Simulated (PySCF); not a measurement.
PySCF input file for C₂H₃BF₂O, SMILES C=C(F)B(O)F, B3LYP-D3(BJ)/def2-SVP. The structure is a stationary point at B3LYP-D3(BJ)/def2-SVP. The structure was generated by enumeration, and PubChem lists no compound with its InChIKey, so it may never have been made. The values are those of a single conformer.

```python
import numpy as np
from pyscf import gto, scf, dft, df
from pyscf.hessian import thermo

mol = gto.M(
    atom='''
    C    -1.08513697   -1.61220433    0.00000000
    C    -0.04274585   -0.77966906   -0.00000000
    F     1.22434943   -1.28457425   -0.00000000
    B    -0.07344111    0.78959236   -0.00000000
    O     1.06127311    1.51191302    0.00000000
    F    -1.24101408    1.42475517   -0.00000000
    H    -0.95485506   -2.69742339    0.00000000
    H    -2.09488018   -1.19875945    0.00000001
    H     1.84403466    0.94252885    0.00000001
    ''',
    basis='def2-SVP',
    charge=0,
    spin=0,
    max_memory=1600,
    verbose=3,
)
mf = dft.RKS(mol, xc='b3lyp').density_fit(auxbasis='def2-universal-jkfit')
mf.disp = 'd3bj'
mf.grids.level = 3
mf.conv_tol = 1e-11
mf.max_cycle = 100
mf.kernel()

# [left out here: the lines that compute and print the analytic Hessian (its translational invariance restored by hand, since the grid's response is missing), thermochemistry and intensities]
```

It prints:

```
converged SCF energy = -377.603294605227

WARN: DFTD3 does not support analytical Hessian, using finite difference


WARN: Mole.unit (angstrom) is changed to Bohr

Mode                                 0                   1                   2
Irrep
Freq [cm^-1]                       81.5167            175.7457            334.4825
Reduced mass [au]                   6.2328              5.1068              4.4047
Force const [Dyne/A]                0.0244              0.0929              0.2903
Char temp [K]                     117.2844            252.8590            481.2459
Normal mode                   x     y     z       x     y     z       x     y     z
       0   C                -0.00  0.00 -0.13   -0.04  0.12 -0.00   -0.00  0.00 -0.05
       1   C                 0.00 -0.00  0.01    0.05  0.01  0.00    0.00  0.00  0.20
       2   F                 0.00  0.00  0.11    0.00 -0.10  0.00    0.00  0.00 -0.06
       3   B                -0.00 -0.00 -0.00    0.05  0.00  0.00   -0.00 -0.00  0.13
       4   O                 0.00 -0.00 -0.13   -0.02  0.11 -0.00    0.00 -0.00 -0.05
       5   F                -0.00  0.00  0.10   -0.01 -0.10  0.00   -0.00 -0.00 -0.06
       6   H                -0.00  0.00 -0.16   -0.17  0.10 -0.00   -0.00  0.00 -0.39
       7   H                -0.00  0.00 -0.21    0.01  0.24 -0.00    0.00  0.00  0.07
       8   H                 0.00 -0.00 -0.18    0.04  0.21  0.00   -0.00 -0.00  0.03
Mode                                 3                   4                   5
Irrep
Freq [cm^-1]                      341.1679            447.1686            513.3943
Reduced mass [au]                   4.7742              6.1737              4.3549
Force const [Dyne/A]                0.3274              0.7273              0.6763
Char temp [K]                     490.8646            643.3760            738.6601
Normal mode                   x     y     z       x     y     z       x     y     z
       0   C                 0.05 -0.11 -0.00    0.02  0.06  0.00   -0.09 -0.03  0.00
       1   C                -0.01 -0.03  0.00    0.09 -0.03  0.00   -0.02 -0.10 -0.00
       2   F                -0.04 -0.11 -0.00    0.09 -0.07 -0.00    0.05  0.08  0.00
       3   B                 0.00  0.02  0.00   -0.08 -0.01  0.00    0.01 -0.10 -0.00
       4   O                -0.05  0.11 -0.00   -0.07 -0.07  0.00   -0.08  0.04  0.00
       5   F                 0.04  0.09 -0.00   -0.04  0.11 -0.00    0.10  0.02  0.00
       6   H                 0.20 -0.09 -0.00   -0.16  0.04  0.00   -0.31 -0.06  0.00
       7   H                -0.01 -0.25  0.00    0.09  0.22 -0.00   -0.02  0.15 -0.00
       8   H                 0.03  0.21  0.00   -0.10 -0.11 -0.00    0.04  0.21  0.00
Mode                                 6                   7                   8
Irrep
Freq [cm^-1]                      611.5943            705.7086            728.2287
Reduced mass [au]                   1.1621              6.3813              5.6720
Force const [Dyne/A]                0.2561              1.8724              1.7722
Char temp [K]                     879.9480           1015.3576           1047.7590
Normal mode                   x     y     z       x     y     z       x     y     z
       0   C                 0.00  0.00 -0.00   -0.00 -0.00 -0.01   -0.08 -0.09  0.00
       1   C                 0.00 -0.00  0.02   -0.00 -0.00  0.15   -0.03 -0.08 -0.00
       2   F                 0.00  0.00 -0.01    0.00 -0.00 -0.02    0.07 -0.01  0.00
       3   B                -0.00 -0.00 -0.08    0.00  0.00 -0.23    0.02  0.09  0.00
       4   O                 0.00 -0.00 -0.05    0.00  0.00  0.06    0.11  0.06 -0.00
       5   F                -0.00  0.00  0.03    0.00 -0.00  0.03   -0.09  0.02 -0.00
       6   H                -0.00  0.00 -0.07   -0.00 -0.00 -0.10   -0.30 -0.12 -0.00
       7   H                 0.00  0.00  0.03   -0.00 -0.00 -0.10   -0.02  0.07  0.00
       8   H                -0.00  0.00  0.92   -0.00 -0.00 -0.24    0.03 -0.06  0.00
Mode                                 9                  10                  11
Irrep
Freq [cm^-1]                      763.2090            926.1483            935.8921
Reduced mass [au]                   1.1214              1.3633              2.1440
Force const [Dyne/A]                0.3849              0.6890              1.1064
Char temp [K]                    1098.0878           1332.5213           1346.5404
Normal mode                   x     y     z       x     y     z       x     y     z
       0   C                -0.00  0.00  0.01   -0.00  0.00 -0.14    0.12 -0.05 -0.00
       1   C                -0.00  0.00 -0.06   -0.00 -0.00  0.05    0.06 -0.03  0.00
       2   F                 0.00 -0.00  0.04    0.00 -0.00 -0.00   -0.12  0.03  0.00
       3   B                 0.00 -0.00 -0.05   -0.00  0.00 -0.00   -0.00 -0.01 -0.00
       4   O                -0.00  0.00  0.01   -0.00 -0.00 -0.00    0.02 -0.00  0.00
       5   F                 0.00 -0.00  0.00   -0.00  0.00  0.00   -0.02  0.01  0.00
       6   H                -0.00  0.00 -0.57    0.00  0.00  0.64   -0.35 -0.10  0.00
       7   H                 0.00 -0.00  0.75    0.00 -0.00  0.55    0.32  0.42  0.00
       8   H                -0.00 -0.00 -0.08   -0.00 -0.00  0.01    0.09  0.10 -0.00
Mode                                12                  13                  14
Irrep
Freq [cm^-1]                     1009.2622           1194.7485           1358.7908
Reduced mass [au]                   1.3468              3.6589              1.6530
Force const [Dyne/A]                0.8083              3.0772              1.7981
Char temp [K]                    1452.1036           1718.9771           1954.9974
Normal mode                   x     y     z       x     y     z       x     y     z
       0   C                 0.02 -0.03 -0.00   -0.03  0.07  0.00    0.01 -0.02  0.00
       1   C                -0.01  0.01 -0.00    0.11 -0.14 -0.00   -0.13  0.02  0.00
       2   F                -0.01 -0.01 -0.00   -0.06  0.04  0.00    0.03 -0.01 -0.00
       3   B                -0.02  0.07  0.00    0.00 -0.11  0.00    0.02 -0.11  0.00
       4   O                -0.04  0.06 -0.00    0.05  0.06 -0.00    0.02  0.03 -0.00
       5   F                 0.07 -0.03 -0.00   -0.04  0.03 -0.00   -0.02  0.02 -0.00
       6   H                -0.14 -0.05  0.00    0.29  0.10 -0.00    0.44  0.05 -0.00
       7   H                 0.07  0.10  0.00   -0.10 -0.13 -0.00    0.25  0.55 -0.00
       8   H                -0.52 -0.65  0.00   -0.16 -0.25  0.00   -0.04 -0.07  0.00
Mode                                15                  16                  17
Irrep
Freq [cm^-1]                     1415.0176           1490.3132           1719.7048
Reduced mass [au]                   2.6136              9.2940              6.3972
Force const [Dyne/A]                3.0833             12.1621             11.1467
Char temp [K]                    2035.8953           2144.2289           2474.2724
Normal mode                   x     y     z       x     y     z       x     y     z
       0   C                 0.05  0.01 -0.00    0.01  0.01  0.00    0.14  0.12 -0.00
       1   C                -0.03  0.12  0.00   -0.01 -0.01  0.00   -0.15 -0.14  0.00
       2   F                 0.02 -0.01 -0.00    0.01 -0.01  0.00    0.01  0.00  0.00
       3   B                 0.01 -0.18  0.00   -0.26 -0.01 -0.00    0.02  0.04 -0.00
       4   O                 0.04  0.05 -0.00    0.09  0.04  0.00   -0.01 -0.00 -0.00
       5   F                -0.03  0.03 -0.00    0.06 -0.03  0.00   -0.00 -0.00  0.00
       6   H                -0.45 -0.05  0.00    0.02  0.02 -0.00   -0.16  0.11  0.00
       7   H                -0.08 -0.31  0.00    0.01  0.01 -0.00    0.04 -0.20  0.00
       8   H                -0.07 -0.12  0.00    0.12  0.10 -0.00    0.01  0.02  0.00
Mode                                18                  19                  20
Irrep
Freq [cm^-1]                     3160.0197           3268.3936           3826.5246
Reduced mass [au]                   1.0625              1.1188              1.0657
Force const [Dyne/A]                6.2512              7.0415              9.1936
Char temp [K]                    4546.5648           4702.4907           5505.5170
Normal mode                   x     y     z       x     y     z       x     y     z
       0   C                 0.05  0.05 -0.00   -0.06  0.07  0.00    0.00 -0.00 -0.00
       1   C                -0.01 -0.01 -0.00   -0.00  0.00  0.00   -0.00  0.00 -0.00
       2   F                -0.00  0.00 -0.00    0.00 -0.00  0.00    0.00 -0.00 -0.00
       3   B                 0.00 -0.00  0.00   -0.00 -0.00 -0.00    0.00 -0.00  0.00
       4   O                 0.00  0.00 -0.00    0.00 -0.00  0.00    0.05 -0.03  0.00
       5   F                -0.00 -0.00  0.00    0.00  0.00 -0.00   -0.00  0.00  0.00
       6   H                 0.09 -0.75 -0.00    0.06 -0.58 -0.00   -0.00 -0.00  0.00
       7   H                -0.56  0.24  0.00    0.68 -0.27 -0.00    0.00  0.00  0.00
       8   H                 0.00 -0.00  0.00    0.00 -0.00  0.00   -0.80  0.54 -0.00
temperature 298.1500 [K]
pressure 101325.00 [Pa]
Rotational constants [GHz] 5.20344 3.10253 1.94364
Symmetry number 1
Zero-point energy (ZPE) 0.05697 [Eh]   149575.267 [J/mol]
                           tot       elec      trans        rot        vib
Entropy [J/mol/K]       326.242      0.000    165.120    111.836     49.286
Cv [J/mol/K]             86.716      0.000     12.472     12.472     61.772
Cp [J/mol/K]             95.030      0.000     20.786     12.472     61.772
Internal energy [J/mol]                      3718.434   3718.434 158050.512
Internal energy [Eh]   -377.54026  -377.60329
Enthalpy [J/mol]                             6197.391   3718.434 158050.512
Enthalpy [Eh]          -377.53932
Gibbs free energy [J/mol]                  -43033.156 -29625.455 143355.945
Gibbs free energy [Eh] -377.57637
static polarisability / bohr^3: [[43.507  9.086  0.   ]
 [ 9.093 42.528  0.   ]
 [ 0.     0.    20.126]]
largest difference of analytic and finite-field dipole derivatives / e: 0.0006292791616620552
mode   freq/cm-1   IR/(km/mol)   Raman/(A^4/amu)   depolarisation
   1       81.52         3.604             1.032            0.750
   2      175.75         9.546             0.594            0.733
   3      334.48         6.543             5.043            0.750
   4      341.17         2.658             1.987            0.481
   5      447.17         5.315             1.366            0.747
   6      513.39         6.443             1.212            0.750
   7      611.59        60.468             1.673            0.750
   8      705.71        75.249             1.645            0.750
   9      728.23         5.173             6.879            0.123
  10      763.21         4.701             3.660            0.750
  11      926.15        42.299             1.870            0.750
  12      935.89        61.312             2.270            0.560
  13     1009.26       133.074             3.353            0.580
  14     1194.75       136.530             0.446            0.622
  15     1358.79        66.521             8.239            0.619
  16     1415.02       321.124            17.007            0.386
  17     1490.31       284.523             0.889            0.106
  18     1719.70        22.910            50.575            0.186
  19     3160.02         0.919           100.302            0.128
  20     3268.39         0.110            60.309            0.750
  21     3826.52       106.010            48.537            0.228
max |gradient| / (hartree/bohr): 0.00025303710660663873
APT charges: [-0.1469  0.2117 -0.5021  1.2964 -0.7895 -0.5631  0.0733  0.0721  0.3481]
```

Self-consistency was reached.
